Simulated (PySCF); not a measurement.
**Steps of a relaxation of GdF3(H2O)**

GdF3(H2O) (singlet in the valence; each metal's 4f electrons, 7 of them, lie in its core potential, out of spins and levels). PySCF 2.14.0, RKS PBE0, Gd lcecp-1-SVP with ECP53, F def2-SVP, O def2-SVP, H def2-SVP; non-relativistic Hamiltonian with scalar-relativistic core potentials where named; density fitting; no spin-orbit coupling. Origin of the start: template. Columns: position (Å) and force (eV/Å). Energies are counted from the last step; some of the 10 steps are shown. Forces carry noise of the integration grid, about 0.01 to 0.03 eV/Å.

Run from Python with OMP_NUM_THREADS=2. Where DIIS fails, smearing, a level shift and second-order steps follow.
It took 5.3 min on 2 threads of Intel(R) Xeon(R) Processor @ 2.50GHz (Skylake/Cascade Lake), with other jobs on the host, from the converged density of the start.

```xyz
7
step 0  E = 0.238 eV
Gd    0.0140   -0.0140    0.0140     1.09   -1.09    1.09
F     1.2317    1.2037    1.2317    -0.87   -0.58   -0.84
F    -1.2037   -1.2317    1.2317     0.61    0.85   -0.85
F     1.2317   -1.2317   -1.2037    -0.87    0.84    0.58
O    -1.4135    1.4135   -1.4135    -0.16    0.17   -0.17
H    -1.7541    2.2986   -1.2097     0.10   -0.16    0.03
H    -1.7541    1.2097   -2.2986     0.10   -0.03    0.16
```

```xyz
7
step 3  E = 0.022 eV
Gd    0.0643   -0.0599    0.0599     0.02    0.00    0.00
F     1.1497    1.2591    1.1699     0.06    0.19    0.07
F    -1.2405   -1.1637    1.1637    -0.19   -0.08    0.08
F     1.1497   -1.1699   -1.2591     0.06   -0.07   -0.19
O    -1.3610    1.3748   -1.3748     0.05   -0.04    0.04
H    -1.7051    2.2502   -1.1574     0.00    0.01    0.01
H    -1.7051    1.1574   -2.2502     0.00   -0.01   -0.01
```

```xyz
7
step 6  E = 0.000 eV
Gd    0.0909   -0.0881    0.0881    -0.03    0.02   -0.02
F     1.0995    1.3551    1.1365     0.01    0.02    0.01
F    -1.3149   -1.1393    1.1393    -0.01   -0.02    0.02
F     1.0995   -1.1365   -1.3551     0.01   -0.01   -0.02
O    -1.3125    1.3331   -1.3331     0.00    0.01   -0.01
H    -1.6552    2.2090   -1.1147     0.01    0.00    0.01
H    -1.6552    1.1147   -2.2090     0.01   -0.01    0.00
```

**Question.** Where does the relaxation end?

**Answer.** It converges at step 9 in Cs:
```xyz
7
step 9  E = 0
Gd    0.0842   -0.0892    0.0892
F     1.0904    1.3635    1.1310
F    -1.3122   -1.1477    1.1477
F     1.0904   -1.1310   -1.3635
O    -1.3119    1.3294   -1.3294
H    -1.6444    2.2096   -1.1135
H    -1.6444    1.1135   -2.2096
```

**Question.** How did the contacts change?

**Answer.** 
| contact | start (Å) | end (Å) |
| --- | --- | --- |
| Gd1–F2 (F) | 2.109 | 2.051 |
| Gd1–F3 (F) | 2.109 | 2.047 |
| Gd1–F4 (F) | 2.109 | 2.051 |
| Gd1–O5 (H2O) | 2.473 | 2.444 |


No frequency check is given that shows the relaxed geometry to be a minimum. An lcecp potential fixes the number of 4f electrons, so in runs with it no electron can move into or out of that shell.
